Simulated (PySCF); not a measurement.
**Copper: a sound run and one with changed settings**

Sound run: Cu [Ar] 3d10 4s1, Cu⁺ [Ar] 3d10. Calculation: PySCF 2.14, in 6-31G* (5s4p2d1f, 34 functions); the non-relativistic Hamiltonian (point nucleus). The sound run starts from symmetry-adapted Hartree-Fock orbitals and uses a fine grid where one is needed.

Changed run: radial step 0.5 in ln r (0.13 in the sound run). This setting is unsound on purpose.

| species | method | sound run (hartree) | changed run (hartree) | converged |
| --- | --- | --- | --- | --- |
| Cu | UHF | -1638.56376 | -1638.56376 | yes |
| Cu | PBE0 | -1639.82809 | -1639.87803 | yes |
| Cu | TPSS | -1640.07243 | -1640.14415 | yes |
| Cu⁺ | UHF | -1638.35038 | -1638.35038 | yes |
| Cu⁺ | PBE0 | -1639.58453 | -1639.63485 | yes |
| Cu⁺ | TPSS | -1639.83193 | -1639.90362 | yes |

Ionisation energy of Cu:

```json
{"method": "UHF", "sound run (eV)": "5.806", "changed run (eV)": "5.806"}
{"method": "PBE0", "sound run (eV)": "6.628", "changed run (eV)": "6.617"}
{"method": "TPSS", "sound run (eV)": "6.544", "changed run (eV)": "6.545"}
```

A coarse radial grid mis-integrates the density and the exchange-correlation energy, with errors of either sign; Hartree-Fock needs no grid.

For comparison, NIST gives 7.726 eV between the lowest levels.
